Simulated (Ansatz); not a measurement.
Cost and result for the atomization energy of CH5BF2OSi (`COB(F)[SiH2]F`) (11 atoms, 10 bonds).

```xyz
11

C    -1.0528   -0.0134   -1.4792
O    -1.3550   -0.5176   -0.1912
B    -0.5379   -0.4794    0.8651
F    -1.0208   -1.0080    1.9928
Si    1.3520    0.2634    1.0533
F     1.9189    0.8727   -0.3274
H    -0.0456    0.4023   -1.5340
H    -1.1490   -0.8275   -2.1988
H    -1.7794    0.7620   -1.7263
H     2.2884   -0.8079    1.4823
H     1.3812    1.3534    2.0633
```

Total charge 0; spin multiplicity 1. The geometry is a stationary point of PBE0-D4/def2-TZVP. It is one conformer, not always the lowest. Program: Ansatz. All runs use 4 threads of an Arm Neoverse V1 on a shared host. Times are those of one run each, without the atoms' runs, and a repeat can differ threefold. Electronic energies, without spin–orbit coupling; frozen cores. CCSD(T)/CBS adds CCSD(T) − MP2 in def2-TZVPP to the MP2 limit, and its time is that of the two runs behind it. T1 = 0.013. B3LYP takes the VWN-RPA correlation (the form of Gaussian; ORCA's B3LYP/G).

CCSD(T)/CBS is a level of theory with its own doubt, some kJ/mol a heavy atom from the limit and from the frozen cores, so smaller differences don't rank the functionals.

| level | functions | wall time |
| --- | --- | --- |
| PBE-D4/def2-TZVPP (with forces) | 267 | 3 s |
| PBE0-D4/def2-TZVPP | 267 | 4 s |
| r2SCAN-D4/def2-TZVPP (with forces) | 267 | 6 s |
| B3LYP-D4/def2-TZVPP (with forces) | 267 | 6.5 s |
| B2PLYP/def2-TZVPP | 267 | 7.5 s |
| ωB97X-V/def2-TZVPP | 267 | 9.5 s |
| ωB97M-V/def2-TZVPP (with forces) | 267 | 15 s |
| MP2/def2-QZVPP | 505 | 39 s |
| CCSD(T)/def2-TZVPP | 267 | 5.4 min |
| CCSD(T)/CBS(def2) | – | 6.1 min |

(1) What atomization energy does each give, and how far from CCSD(T)/CBS? (An estimate is asked.)

Results:

(1) Ansatz gave: 
| level | atomization (kcal/mol) | difference from CCSD(T)/CBS | per bond |
| --- | --- | --- | --- |
| PBE-D4/def2-TZVPP (with forces) | 1058.7 | 17.5 | 1.7 |
| PBE0-D4/def2-TZVPP | 1037.1 | -4.1 | -0.4 |
| r2SCAN-D4/def2-TZVPP (with forces) | 1045.3 | 4.1 | 0.4 |
| B3LYP-D4/def2-TZVPP (with forces) | 1039.6 | -1.6 | -0.2 |
| B2PLYP/def2-TZVPP | 1032.0 | -9.2 | -0.9 |
| ωB97X-V/def2-TZVPP | 1044.0 | 2.8 | 0.3 |
| ωB97M-V/def2-TZVPP (with forces) | 1043.6 | 2.4 | 0.2 |
| MP2/def2-QZVPP | 1056.7 | 15.5 | 1.6 |
| CCSD(T)/def2-TZVPP | 1014.8 | -26.4 | -2.6 |
| CCSD(T)/CBS(def2) | 1041.2 | 0.0 | 0.0 |

In def2-TZVPP, CCSD(T) changes the Hartree–Fock value by +234.8 kcal/mol (the triples alone add +14.4 kcal/mol) and MP2 by +260.9 kcal/mol; breaking electron pairs costs correlation energy, which Hartree–Fock lacks. From PBE to PBE0 (25 % exact exchange), in def2-TZVPP and without D4, the atomization energy moves by −20.8 kcal/mol: exact exchange takes away binding that semilocal exchange gives to molecules. The D4 term adds +7.8 kcal/mol with B3LYP and +4.1 kcal/mol with PBE0; it sums over pairs of atoms, weighted by their polarisabilities, and B3LYP, whose exchange is more repulsive, gets the larger term.
